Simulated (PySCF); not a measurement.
CH₇Cl₂NSi₂, SMILES [SiH](Cl)(NC[SiH3])Cl. Atoms are numbered in the order given.

```xyz
13

Si    -3.4615    -0.1176    -0.1227
C     -1.7688     0.2719     0.6717
N     -0.6734    -0.2910    -0.1176
Si     0.8941     0.4188    -0.1959
Cl     1.9281     0.3882     1.6180
Cl     1.9751    -0.6807    -1.5769
H     -4.5809     0.3436     0.7720
H     -3.5675    -1.6082    -0.3137
H     -3.5719     0.5519    -1.4634
H     -1.7587    -0.0568     1.7390
H     -1.6657     1.3794     0.7006
H     -0.7354    -1.3004    -0.2809
H      0.7955     1.8512    -0.5992
```
Charge 0, spin multiplicity 1.

Coordinates come from a PBE-D3(BJ)/def2-SVP optimisation. This is a generated structure with no PubChem entry under its InChIKey; it may be hypothetical. One conformer was computed; it need not be the lowest.

Level of theory: PySCF with PBE-D3(BJ)/def2-SVP.

Frequencies are harmonic and unscaled.

Computed vibrational spectrum:
| mode | ν (cm⁻¹) | IR (km/mol) | moving atoms (share of kinetic energy) |
|---|---|---|---|
| 1 | 30 | 0.6 | Cl 38 %, Si 27 %, N 20 %, H 11 % |
| 2 | 47 | 1.1 | H 39 %, C 31 %, Si 13 %, Cl 13 % |
| 3 | 93 | 1.2 | H 34 %, Cl 25 %, Si 21 %, N 19 % |
| 4 | 139 | 2.8 | Cl 44 %, Si 27 %, H 19 % |
| 5 | 173 | 0.1 | H 63 %, C 11 %, Si 10 %, Cl 8 % |
| 6 | 193 | 0.8 | Cl 48 %, Si 20 %, H 18 %, C 9 % |
| 7 | 272 | 2.7 | Cl 29 %, N 26 %, Si 18 %, C 15 %, H 12 % |
| 8 | 301 | 11.3 | N 35 %, Si 28 %, H 21 %, Cl 12 % |
| 9 | 432 | 45.8 | H 68 %, N 15 %, Cl 11 % |
| 10 | 494 | 7.8 | H 93 % |
| 11 | 513 | 111.5 | Si 42 %, Cl 35 %, H 17 % |
| 12 | 562 | 23.8 | H 41 %, Si 33 %, Cl 15 % |
| 13 | 573 | 103.2 | Si 42 %, H 31 %, Cl 21 % |
| 14 | 716 | 47.1 | H 41 %, C 39 %, Si 18 % |
| 15 | 758 | 105.4 | H 77 %, Si 14 % |
| 16 | 798 | 136.0 | H 46 %, C 21 %, Si 19 %, N 15 % |
| 17 | 825 | 167.2 | H 88 %, Si 10 % |
| 18 | 859 | 23.0 | H 42 %, N 27 %, C 16 %, Si 16 % |
| 19 | 884 | 180.0 | H 89 %, Si 11 % |
| 20 | 906 | 29.6 | H 97 % |
| 21 | 914 | 33.7 | H 97 % |
| 22 | 1108 | 66.2 | C 37 %, N 37 %, H 25 % |
| 23 | 1147 | 71.9 | H 86 %, N 11 % |
| 24 | 1214 | 1.0 | H 78 %, C 20 % |
| 25 | 1343 | 55.6 | H 73 %, N 19 % |
| 26 | 1401 | 24.4 | H 92 % |
| 27 | 2156 | 70.7 | H 98 % |
| 28 | 2167 | 116.2 | H 96 % |
| 29 | 2181 | 85.6 | H 96 % |
| 30 | 2223 | 78.8 | H 97 % |
| 31 | 2918 | 34.7 | H 94 % |
| 32 | 2997 | 5.3 | H 91 %, C 9 % |
| 33 | 3500 | 26.9 | H 93 % |
